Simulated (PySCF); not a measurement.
2-fluorobut-1-ene (C₄H₇F), SMILES C=C(F)CC. Atoms are numbered in the order given.

```xyz
12

C      1.6861    -0.7406    -0.1997
C      0.6098     0.0266    -0.0169
F      0.5739     0.8837     1.0314
C     -0.6450     0.0838    -0.8302
C     -1.9001    -0.2564    -0.0154
H      2.5383    -0.6800     0.4788
H      1.7248    -1.4368    -1.0375
H     -0.5377    -0.5986    -1.6868
H     -0.7419     1.1055    -1.2395
H     -1.9977     0.4222     0.8449
H     -2.8037    -0.1586    -0.6358
H     -1.8523    -1.2880     0.3668
```
Charge 0, spin multiplicity 1.

Coordinates come from a TPSSh-D3(BJ)/def2-SVP optimisation. The values are those of a single conformer.

Calculation: TDA-PBE/def2-SVPD (PySCF).

Vertical excitations. Isolated molecule, no solvent.

| state | energy (eV) | λ (nm) | f | main pairs |
|---|---|---|---|---|
| S1 | 6.21 | 200 | 0.037 | HOMO→LUMO+1 89 % |
| S2 | 7.00 | 177 | 0.042 | HOMO→LUMO+2 92 % |
| S3 | 7.26 | 171 | 0.131 | HOMO→LUMO+3 65 %, HOMO→LUMO 21 % |
| S4 | 7.60 | 163 | 0.108 | HOMO→LUMO+4 45 %, HOMO→LUMO+3 19 %, HOMO→LUMO 14 %, HOMO→LUMO+5 10 % |
| S5 | 7.67 | 162 | 0.059 | HOMO→LUMO+4 50 %, HOMO→LUMO+5 25 %, HOMO→LUMO 8 % |
| S6 | 7.73 | 160 | 0.013 | HOMO−1→LUMO 87 % |
| S7 | 7.83 | 158 | 0.027 | HOMO−2→LUMO 80 %, HOMO→LUMO+5 15 % |
| S8 | 7.92 | 157 | 0.137 | HOMO→LUMO+5 37 %, HOMO→LUMO 18 %, HOMO−2→LUMO 17 %, HOMO→LUMO+3 6 % |
| S9 | 8.44 | 147 | 0.020 | HOMO→LUMO+6 61 %, HOMO−1→LUMO+1 34 % |
| S10 | 8.44 | 147 | 0.008 | HOMO−1→LUMO+1 66 %, HOMO→LUMO+6 33 % |
| T1 | 4.44 | 279 | 0 | HOMO→LUMO 97 % |
| T2 | 6.11 | 203 | 0 | HOMO→LUMO+1 98 % |
| T3 | 6.91 | 179 | 0 | HOMO→LUMO+2 99 % |
| T4 | 7.30 | 170 | 0 | HOMO→LUMO+3 98 % |
Triplets are in the Tamm–Dancoff approximation.
